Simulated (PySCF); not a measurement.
Isomers of C2H6N2Si2. Method used: PySCF 2.14.0, PBE0-D3(BJ)/def2-SVP geometry optimisation, gas phase. Energies are electronic, without zero-point or thermal terms, for one conformer each. No frequencies were run at this level. Point groups hold within 0.08 Å.

Problem. Order them by energy at this level, lowest first, and give relative energies in kcal/mol.
A. `[N:1]#[C:2]/[CH:3]=[N:4]\[SiH2:5][SiH3:6]` with C3–N4–Si5–Si6 -104°
B. `C#C[SiH]1N[SiH2]N1`

Solution. B (0.0), A (43.0).

As drawn, the lower has a four-membered ring, a C≡C bond and an N–H bond, which the higher lacks; the higher has a C≡N group, a C=N bond and an Si–Si bond, which the lower lacks.

```json
{"SMILES": "C#C[SiH]1N[SiH2]N1", "E (Eh)": "-767.55096", "E rel (kcal/mol)": "0.0", "dipole (D)": "0.48", "point group": "Cs", "A, B, C (MHz)": "5874, 1437, 1384"}
{"SMILES": "N#C/C=N\\[SiH2][SiH3]", "E (Eh)": "-767.48240", "E rel (kcal/mol)": "43.0", "dipole (D)": "1.89", "point group": "C1", "A, B, C (MHz)": "4115, 1133, 1058"}
```

Problem. How do the relative energies change in single points at PBE0/pcSseg-1 (no added dispersion term) on the same geometries?

Solution. 
```
              SMILES  PBE0-D3(BJ)/def2-SVP (kcal/mol)  PBE0/pcSseg-1 (kcal/mol)  shift
  C#C[SiH]1N[SiH2]N1                              0.0                       0.0    0.0
N#C/C=N\[SiH2][SiH3]                             43.0                      43.8   +0.8
```

Each column counts from its own lowest isomer. The order is unchanged; the largest shift is 0.8 kcal/mol.
